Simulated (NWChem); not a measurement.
Energy against volume for Si (space group P6_3/mmc)

```
Si
1.0
    3.83132     0.00000     0.00000
   -1.91566     3.31802     0.00000
    0.00000     0.00000     6.33262
Si
4
Direct
  0.33333   0.66667   0.06301
  0.66667   0.33333   0.93699
  0.66667   0.33333   0.56301
  0.33333   0.66667   0.43699
```

All runs are NWChem calculations. Origin of the cell: Materials Project cell, not relaxed here.

Norm-conserving pseudopotentials with valence charges Si 4, fixed occupations, no spin-orbit coupling, density cut at twice the wavefunction cutoff.

Level: LDA (Vosko), default library. Cutoff 15 Ha, 3×3×3 Monkhorst-Pack mesh (coarse; a gap was checked on this mesh alone). The cell above is scaled uniformly with fixed fractional coordinates, so cell shape and inner coordinates aren't relaxed and the modulus is an upper estimate. Moduli are given to the nearest 5 GPa, since fits on other sets of volumes differ by about that much.

| volume (Å³/cell) | E − E(lowest point) (meV/atom) |
|---|---|
| 74.06 | 22.0 |
| 77.28 | 0.1 |
| 80.50 | 0.0 |
| 83.72 | 17.2 |
| 86.94 | 48.5 |

Q: Fit a Birch-Murnaghan equation of state: what equilibrium volume and bulk modulus follow?

A: V₀ ≈ 78.9 Å³ per cell (19.72 Å³ per atom) and B₀ ≈ 95 GPa.
